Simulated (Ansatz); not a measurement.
`F[SiH2][SeH]` + H₂Te → `[SeH][SiH2][TeH]` + H–F at 298.15 K and 1 bar (ligand exchange at the Si–F bond).

Gas-phase electronic energies from Ansatz, PBE0-D4/def2-TZVP geometries. CBS: MP2 limit from def2 TZ/QZ plus the TZ coupled-cluster correction, frozen cores. This one scheme is used for every species. def2 core potentials past Kr. For Se, Te outer-core shells are correlated without core-valence functions, which leaves a few kJ/mol of doubt a bond. Scalar relativity is left out up to krypton. Each species was taken in one conformer, which may not be the lowest.

| species | CCSD(T)/CBS energy (Eh) | H − E (kJ/mol) | S (J/(mol·K)) |
| --- | --- | --- | --- |
| `F[SiH2][SeH]` | -2791.46485 | 89.7 | 305.5 |
| H₂Te | -268.91024 | 41.3 | 228.4 |
| `[SeH][SiH2][TeH]` | -2959.95331 | 104.3 | 356.2 |
| H–F | -100.39570 | 33.5 | 173.6 |

H − E and S are ideal-gas, rigid-rotor, harmonic terms from PBE0-D4/def2-TZVP, for one conformer and one mirror image of each species. 1 Eh = 2625.50 kJ/mol, R = 8.31446 J/(mol·K).

Q: By hand: ΔE, ΔH, ΔS and ΔG.

A: ΔE = (-2959.95331) + (-100.39570) − (-2791.46485) − (-268.91024) = 0.02608 Eh = 68.5 kJ/mol. Δ(H − E) = 104.3 + 33.5 − 89.7 − 41.3 = 6.8, so ΔH = 75.3 kJ/mol. ΔS = 356.2 + 173.6 − 305.5 − 228.4 = -4.1 J/(mol·K). ΔG = 75.3 − 298.15 × (-4.1)/1000 = 76.5 kJ/mol.

Q: By hand: the equilibrium constant, and the temperature at which ΔG would vanish if ΔH and ΔS stayed fixed.

A: log₁₀ K = −ΔG/(RT ln 10) = -13.4. ΔH and −TΔS have one sign here, so there is no such temperature. One of them is within its doubt of zero, so this could turn.

The number of gas molecules stays the same, so ΔS is small and ΔH decides. A doubt of 5 kJ/mol in ΔE shifts log₁₀ K by 0.9 here. Other conformers and mirror images would add mixing entropy, several J/(mol·K) or more a flexible species. These are equilibria of isolated gas molecules and say nothing of rates. Largest T1 diagnostic: 0.010 (customary marks: 0.02 for closed shells, 0.045 for open ones).
